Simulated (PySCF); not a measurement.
FH₅SSi₂, SMILES S([SiH2]F)[SiH3].

Geometry: PBE-D3(BJ)/def2-SVP. The structure was generated by enumeration, and PubChem lists no compound with its InChIKey, so it may never have been made. One conformer was computed; it need not be the lowest.

These are PBE-D3(BJ)/def2-SVP (PySCF) values and carry that method's errors.

Frequencies are harmonic and unscaled.

```
mode  ν (cm⁻¹)  IR (km/mol)  moving atoms (share of kinetic energy)
----  --------  -----------  --------------------------------------
1           33          2.1          F 47 %, Si 29 %, H 15 %, S 9 %
2           80          0.4                                  H 94 %
3          135          0.8         Si 51 %, H 22 %, S 15 %, F 12 %
4          243          7.4                 F 42 %, S 27 %, Si 26 %
5          472          9.1                 Si 50 %, S 39 %, H 11 %
6          507         85.4                  Si 46 %, S 44 %, H 9 %
7          567         47.2                         H 79 %, Si 13 %
8          603         16.7                          H 89 %, Si 8 %
9          635         20.8                  H 77 %, Si 13 %, S 8 %
10         711         13.9                                  H 92 %
11         834         25.0                 F 43 %, H 43 %, Si 14 %
12         858        386.3                  H 78 %, Si 14 %, F 8 %
13         891         40.7                                  H 94 %
14         911         28.6                                  H 94 %
15         913         61.5                                  H 95 %
16         925        210.5                  H 70 %, Si 21 %, F 9 %
17        2162         44.5                                  H 98 %
18        2184         69.7                                  H 96 %
19        2189         93.4                                  H 98 %
20        2193         81.2                                  H 96 %
21        2209        110.1                                  H 96 %
```
